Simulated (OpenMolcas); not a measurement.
## Sm3+: moving or changing the point charges

Sm3+ among 6 point charges of -1 e arranged as an octahedron (Oh), 2.25 Å from the ion.

| Property | Result |
| --- | --- |
| Program | OpenMolcas 26.06 |
| Method | CASSCF |
| Basis | ANO-RCC-VDZP [7s6p4d2f1g] |
| Scalar Hamiltonian | DKH2, point nucleus |
| Active space | 5 electrons in 7 orbitals (4f) |
| State averaging | 2S+1 = 6 odd, 21 roots; 2S+1 = 4 odd, 128 roots kept (CI in the orbitals of an earlier block, 108 in the spin-orbit step); 2S+1 = 2 odd, 130 roots kept (CI in the orbitals of an earlier block, 41 in the spin-orbit step) |
| Spin-orbit coupling | state interaction with AMFI integrals over the reference wave functions |

Runs around this geometry, states (labels of O, the rotations of Oh). Energies in cm-1 above the lowest state or level, χT in cm3 K/mol; under a threefold ground state the first gap can be a small split of the lowest multiplet, not the spin-orbit step.

| R (Å) | Ground state | First state of that spin | First gap with spin-orbit (degeneracies) | Width of lowest J | χT at 300 K |
| --- | --- | --- | --- | --- | --- |
| 2.25 | 6T1 | 6E 61.5 | 112.9 (2, 4) | 113 | 0.305 |
| 2.37 | 6T1 | 6E 44.5 | 87.6 (2, 4) | 88 | 0.305 |
| 2.67 | 6T1 | 6E 21.9 | 48.5 (2, 4) | 49 | 0.306 |

Taking the width of the lowest J multiplet as R^-n, n = -ln(49 / 113) / ln(2.67 / 2.25) = 4.9 between the shortest and longest distance.

High states are left out of the spin-orbit mixing, which shifts the levels that they would mix with. Point charges carry no covalency, so the field is a model and not that of real ligands. A group larger than the point group allows holds several states that coincide in this model. No measured value stands beside these numbers.
